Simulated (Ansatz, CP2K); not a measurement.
## RbBr (SMILES [Br][Rb]): the energy, rung by rung

The species is RbBr (2 atoms), meant as a singlet with charge 0. As SMILES, `[Br][Rb]`. The bond length is the measured one. The run starts from this shape.

```xyz
2

Br    0.0000    0.0000    0.0000
Rb    0.0000    0.0000    2.9447
```

Each level gives the adiabatic ionisation energy (to the doublet cation, no zero-point term) (eV). The values are calculated.

```csv
level,kind,program,value (eV),CPU time (all runs)
PM6,semi-empirical,CP2K,7.55,under 2 s
SVWN5/def2-TZVP (core potential),LDA,Ansatz,8.31,29 s
PBE-D3(BJ)/def2-TZVP (core potential),GGA,Ansatz,7.89,54 s
r2SCAN/def2-TZVP (core potential),meta-GGA,Ansatz,7.89,3.4 min
B3LYP-D4/def2-TZVP (core potential),global hybrid,Ansatz,7.88,82 s
wB97X-V/def2-TZVP (core potential),range-separated hybrid,Ansatz,7.83,4.1 min
```

Spin-orbit coupling, which can split open shells on such heavy atoms by tenths of an eV, is left out. The values span 7.55 to 8.31 eV. Times are those of the runs behind each value, whatever else they computed, on shared processors of several kinds: orders of magnitude only.
